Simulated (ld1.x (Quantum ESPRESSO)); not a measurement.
BLYP TM dataset for promethium (Pm), non-relativistic all-electron reference.

```json
{"Element": "Pm", "Generator": "ld1.x (Quantum ESPRESSO) 7.5", "Type": "norm-conserving Troullier–Martins (Kleinman–Bylander form)", "Functional": "BLYP", "Relativity": "non-relativistic", "Frozen core": "[Kr] 4d10 4f4", "Valence charge": "11", "Reference configuration": "5s2 5p6 5d1 6s0 6p0 (charge +2)", "Partial waves": "5s (bound): rc 2.65 bohr; 5p (bound): rc 2.60 bohr; 5d (bound): rc 3.30 bohr", "Local potential": "all-electron potential smoothed inside 2.30 bohr (lloc = -1)", "Core correction": "none"}
```

Poles of the logarithmic derivatives, all-electron (AE) and pseudo (PS). s: poles at -3.9, 0.3 (AE) and -3.9, 0.0, 2.7 (PS) Ry. p: poles at -2.7, 1.0 (AE) and -2.7, 1.0 (PS) Ry. d: poles at -0.9, 2.6 (AE) and -0.9, 2.7 (PS) Ry. Test radius 3.61 bohr.

- Cutoffs needed: 15 Ry and 25 Ry (the cutoffs (Ry, on a coarse ladder) from which the occupation-weighted sum of valence levels, in a spherical-Bessel basis at the reference potential, stays within 10 and 1 mRy of its value at 400 Ry)
- Ghost test: no extra level below or beside the all-electron valence levels (s, p, d, f tested) (spherical-Bessel basis up to 400 Ry, 20 bohr box)
- Largest excitation error: +679 meV (all-electron minus pseudo) for 5s2 5p6 5d0 6s2 6p0, out of 7 test configurations
